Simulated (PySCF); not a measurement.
Deuteron quadrupole couplings in `N[SiH2]C#C[SiH3]`

Species: C2H7NSi2.
Atom-mapped SMILES: `[NH2:1][SiH2:2][C:3]#[C:4][SiH3:5]` (hydrogens: H6, H7 on N1; H8, H9 on Si2; H10, H11, H12 on Si5)

Cartesian coordinates in Å at the GFN2-xTB level; atoms count from 1:
```
atom  x, y, z in Å
N1    -2.6629    1.0858    0.2941
Si2   -1.9195   -0.4266   -0.0761
C3    -0.0589   -0.4001   -0.0568
C4     1.1516   -0.3485   -0.0348
Si5    2.9980   -0.2864   -0.0072
H6    -2.5790    1.8438   -0.3639
H7    -2.5899    1.4452    1.2322
H8    -2.3741   -1.3517    0.9635
H9    -2.3554   -0.7560   -1.4340
H10    3.4320    0.0736    1.3465
H11    3.5149   -1.6071   -0.3772
H12    3.4444    0.7273   -0.9684
```

Level: PBE0/pcSseg-1 (PySCF, non-relativistic); Q(2H) = 0.00286 b; rigid geometry, the same for H and D, with no vibrational averaging.

Q: Give the electric field gradient Vzz (the principal value of largest size), its asymmetry and the 2H coupling at each hydrogen.

A: 
```json
{"atom": "H6", "bonded to": "N1", "bond length (Å)": "1.007", "Vzz (au)": "0.4282", "η": "0.16", "χzz (kHz)": "288"}
{"atom": "H7", "bonded to": "N1", "bond length (Å)": "1.007", "Vzz (au)": "0.4283", "η": "0.16", "χzz (kHz)": "288"}
{"atom": "H8", "bonded to": "Si2", "bond length (Å)": "1.464", "Vzz (au)": "0.1595", "η": "0.02", "χzz (kHz)": "107"}
{"atom": "H9", "bonded to": "Si2", "bond length (Å)": "1.464", "Vzz (au)": "0.1597", "η": "0.02", "χzz (kHz)": "107"}
{"atom": "H10", "bonded to": "Si5", "bond length (Å)": "1.466", "Vzz (au)": "0.1589", "η": "0.01", "χzz (kHz)": "107"}
{"atom": "H11", "bonded to": "Si5", "bond length (Å)": "1.466", "Vzz (au)": "0.1595", "η": "0.01", "χzz (kHz)": "107"}
{"atom": "H12", "bonded to": "Si5", "bond length (Å)": "1.467", "Vzz (au)": "0.1589", "η": "0.01", "χzz (kHz)": "107"}
```

Q: Average by the element that carries the hydrogen.

A: on N: 288 kHz over 2 positions, mean bond length 1.007 Å; on Si: 107 kHz over 5 positions, mean bond length 1.465 Å.

Q: A static deuteron (I = 1) shows a doublet split by (3/2)χ, (3/4)χ(1 + η) and (3/4)χ(1 − η) with the field along z, y and x of the gradient. What are these for H6?

A: With |χ| = 287.7 kHz and η = 0.164: 432, 251 and 180 kHz, to first order and without motion.

Isolated species at its GFN2-xTB geometry (one conformer only). GFN2-xTB bond lengths can be off by several hundredths of an ångström, more for odd bonds, and the gradients follow them. With a basis this small, the couplings can be 20 % off.
